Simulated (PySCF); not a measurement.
Compound: Ge(NCS)2Cl2, C₂Cl₂GeN₂S₂.
Geometry (PBE0-D3(BJ)/def2-SVP, Å), atoms numbered from 1 in this order:
```
atom  x, y, z in Å
Ge1   -0.4914    0.0128   -0.3772
N2    -0.5142   -0.1159    1.4048
C3    -1.0026   -0.1707    2.5016
S4    -1.5815   -0.2452    3.9547
N5     1.2258   -0.0364   -0.8769
C6     2.1050    0.0754   -1.6905
S7     3.2918    0.1998   -2.7037
Cl8   -1.3824    1.8426   -0.9936
Cl9   -1.5176   -1.6318   -1.2449
```

The calculation used PySCF, TDDFT wB97X-D/def2-SVPD, vertical, gas phase, core orbitals frozen in the response. The geometry optimisation had not met its thresholds, so the values belong to a structure short of the stationary point. The wB97X-D/def2-SVPD calculation is non-relativistic and has no spin–orbit coupling, an omission that weighs most on germanium.

Kohn–Sham orbitals with the atoms that hold most of them (Löwdin shares over 4%, at most four atoms; ? is withheld):

```tsv
orbital	ε (eV)	atoms
HOMO-3	-10.11	S7 32%, S4 24%, N5 11%, C6 11%
HOMO-2	-10.04	S4 28%, S7 27%, N2 10%, N5 10%
HOMO-1	-9.98	S4 32%, S7 23%, N2 13%, C3 11%
HOMO	?	?
LUMO	-0.65	?
LUMO+1	-0.11	S4 14%, C3 14%, Ge1 13%, S7 13%
LUMO+2	0.38	S4 15%, C3 15%, S7 15%, C6 15%
```

Question: Which atoms hold the LUMO, and with what shares?

Answer: Cl8 (bonded to Ge) 19%; Cl9 (bonded to Ge) 17%; Ge1 (bonded to 2 Cl and 2 N) 15%; N5 (bonded to C and Ge) 10%. By element: chlorine 35%, germanium 15%, nitrogen 10% or more.

Question: Which atoms hold the HOMO, and with what shares?

Answer: S7 (bonded to C) 29%; S4 (bonded to C) 27%; N5 (bonded to C and Ge) 11%; N2 (bonded to C and Ge) 11%. By element: sulfur 56%, nitrogen 22%.

Question: What is the HOMO energy, and the HOMO–LUMO gap?

Answer: ε(HOMO) = -9.89 eV; the gap is 9.24 eV (0.3396 hartree).

Question: How does S1 compare with the orbital gap of 9.24 eV?

Answer: S1 is at 4.71 eV (f = 0.0002), 4.53 eV below the gap, made of HOMO→LUMO (46%), HOMO-2→LUMO+2 (23%). Without the coupling terms of the response equations the lowest excitation would equal the gap.

Next come S2 at 4.77 eV (f 0.0008), HOMO-2→LUMO (35%), HOMO→LUMO+2 (29%); S3 at 5.03 eV (f 0.0061), HOMO-1→LUMO (30%), HOMO→LUMO+1 (28%), HOMO-3→LUMO+2 (17%); S4 at 5.08 eV (f 0.0009), HOMO-3→LUMO (27%), HOMO-2→LUMO+1 (17%), HOMO-1→LUMO+1 (15%); S5 at 5.13 eV (f 0.0002), HOMO-1→LUMO+1 (44%), HOMO-3→LUMO+3 (22%), HOMO-2→LUMO+1 (12%).

One conformer stands for the species.
